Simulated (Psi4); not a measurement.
A dimer, C6H6 ··· H3ClSi (SMILES c1ccccc1 and [SiH3]Cl); the first 12 atoms form monomer A.

```
17

C      1.2576     0.5933     0.0162
C      0.1174     1.3831    -0.0819
C     -1.1401     0.7898    -0.0981
C     -1.2576    -0.5933    -0.0162
C     -0.1174    -1.3831     0.0819
C      1.1400    -0.7898     0.0981
H      2.2366     1.0551     0.0289
H      0.2087     2.4598    -0.1457
H     -2.0277     1.4048    -0.1746
H     -2.2365    -1.0551    -0.0289
H     -0.2087    -2.4599     0.1457
H      2.0276    -1.4047     0.1746
Si     1.4273    -1.0223    -4.2297
Cl    -0.3129     0.0813    -4.0776
H      2.5212    -0.2607    -3.5960
H      1.7161    -1.2460    -5.6596
H      1.2269    -2.3098    -3.5367
```

Task: What interaction energy does SAPT0/jun-cc-pVDZ, frozen core in Psi4 give, and which attractive term is the largest?

Result: Total -5.19 kJ/mol: electrostatics -0.59, exchange 3.73, induction -0.71, dispersion -7.62. The most attractive term is dispersion.
